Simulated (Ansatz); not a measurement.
Basis-set extrapolation for CH2AlClN2 (PBE0-D4/def2-TZVP geometry, frozen core, Ansatz). Multiplicity 1, RHF reference.

```json
{"": "HF", "def2-TZVPP": "-849.510060", "def2-QZVPP": "-849.536701"}
{"": "MP2 correlation", "def2-TZVPP": "-0.810225", "def2-QZVPP": "-0.874203"}
{"": "CCSD(T) correlation", "def2-TZVPP": "-0.874308", "def2-QZVPP": "not run"}
```

Energies in hartree. Use E(X) = E(∞) + A·exp(−7.88·√X) for Hartree–Fock and E(X) = E(∞) + B·X^(−2.97) for correlation, with X = 3 and 4, and add CCSD(T) minus MP2 of the smaller set to the MP2 limit.

Problem. What is the CCSD(T) energy at the basis-set limit?

Solution. HF limit: -849.536701 + (-0.026641) × 0.13774 = -849.54037. MP2 limit: -0.874203 + (-0.063978) × 0.74074 = -0.92159. Higher-order term: -0.874308 − (-0.810225) = -0.06408. Total: -850.52604 hartree, 372.0 kJ/mol below CCSD(T)/def2-TZVPP.
